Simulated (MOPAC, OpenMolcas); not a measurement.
CH5BO2 (SMILES COBO): methods side by side

The species is CH5BO2 (9 atoms), meant as a singlet with charge 0. SMILES: `COBO`. Geometry: relaxed at PBE0-D4/def2-TZVP. This is one conformer, not always the lowest.

Each level gives the HOMO–LUMO gap (eV). The values are calculated.

```
         level             kind     program  value (eV)
           AM1   semi-empirical       MOPAC       13.59
    HF/cc-pVDZ     Hartree–Fock  OpenMolcas       17.49
 SVWN5/cc-pVDZ              LDA  OpenMolcas        7.06
revPBE/cc-pVDZ              GGA  OpenMolcas        7.21
 M06-L/cc-pVDZ         meta-GGA  OpenMolcas        8.01
M06-2X/cc-pVDZ  hybrid meta-GGA  OpenMolcas       12.32
B2PLYP/cc-pVDZ    double hybrid  OpenMolcas       12.68
```

The values span 7.06 to 17.49 eV. Orbital gaps aren't excitation energies, and those of double hybrids come from the SCF part alone; they tend to grow with the share of exact exchange.
